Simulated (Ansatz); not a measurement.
```yaml
crystal:
  periodic: [false, false, false]
  atoms:
    - {symbol: C, position_ang: [-0.807062, 0.871340, -0.088542]}
    - {symbol: Si, position_ang: [0.681430, -0.290157, -0.445140]}
    - {symbol: O, position_ang: [1.335459, -0.734451, 1.027560]}
    - {symbol: Cl, position_ang: [-0.075608, -1.998230, -1.399657]}
    - {symbol: H, position_ang: [-1.202068, 1.192814, -1.024244]}
    - {symbol: H, position_ang: [-1.457720, 0.378266, 0.527360]}
    - {symbol: H, position_ang: [-0.367427, 1.767636, 0.383340]}
    - {symbol: H, position_ang: [1.942470, -1.351124, 0.988636]}
basis:
  gaussian: {orbitals: aug-cc-pVTZ}
magnetization: {spin_polarized: true, initial_magnetization: 4}
hamiltonian: {xc: {name: B97}}
output: {forces: true}
```

```sh
$ ansatz run in.yaml --threads 2 --pin off --events-out ev --progress --plain --max-ram 32768MiB --backend cpu
```

Task: How does Ansatz answer? (An estimate is asked.)

Result: Computed: The input was rejected before any iteration.
```
Error: a molecule whose nuclei and cores have a total charge of 49 cannot have a net charge of 0 together with 4 unpaired electrons
```
